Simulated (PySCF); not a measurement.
**Radial density of Rb⁻ (rubidium, charge -1)**

UHF, [Kr] 5s2, closed-shell 1S. Calculation: PySCF 2.14, in def2-QZVPPD with the def2 core potential (28 electrons); a scalar-relativistic core potential. This is the valence pseudo-density: the core potential removes the inner electrons and smooths the orbitals near the nucleus.

```json
{"r (bohr)": "0.0348", "4πr²ρ (e/bohr)": "1.139e-05"}
{"r (bohr)": "0.0586", "4πr²ρ (e/bohr)": "3.609e-05"}
{"r (bohr)": "0.0985", "4πr²ρ (e/bohr)": "0.0001339"}
{"r (bohr)": "0.166", "4πr²ρ (e/bohr)": "0.0006640"}
{"r (bohr)": "0.279", "4πr²ρ (e/bohr)": "0.005263"}
{"r (bohr)": "0.469", "4πr²ρ (e/bohr)": "0.08904"}
{"r (bohr)": "0.788", "4πr²ρ (e/bohr)": "1.716"}
{"r (bohr)": "1.33", "4πr²ρ (e/bohr)": "6.035"}
{"r (bohr)": "2.23", "4πr²ρ (e/bohr)": "2.495"}
{"r (bohr)": "3.75", "4πr²ρ (e/bohr)": "0.3515"}
{"r (bohr)": "6.31", "4πr²ρ (e/bohr)": "0.2705"}
{"r (bohr)": "10.6", "4πr²ρ (e/bohr)": "0.1164"}
{"r (bohr)": "17.9", "4πr²ρ (e/bohr)": "0.001775"}
```

Energies and moments cover only the electrons outside the core potential. The outer electron is barely bound at this level, so radii and moments hang on the diffuse functions.
